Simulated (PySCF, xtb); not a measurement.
In(Et)(OH)(NH2) (C₂H₈InNO), SMILES C[CH2][In]([NH2])[OH].

GFN2-xTB (xtb) at its own geometry gives an orbital gap of 2.91 eV and a dipole moment of 2.82 D.

Geometry: B3LYP-D3(BJ)/def2-SVP. The def2 effective core potentials stand for the cores of In; spin–orbit coupling is left out. The values are those of a single conformer.

What does PBE/def2-TZVP run with PySCF give? (The exact figures need the calculation; the answer reports its results.)

gap 3.97 eV (levels -5.58 and -1.60 eV), dipole 2.12 D.
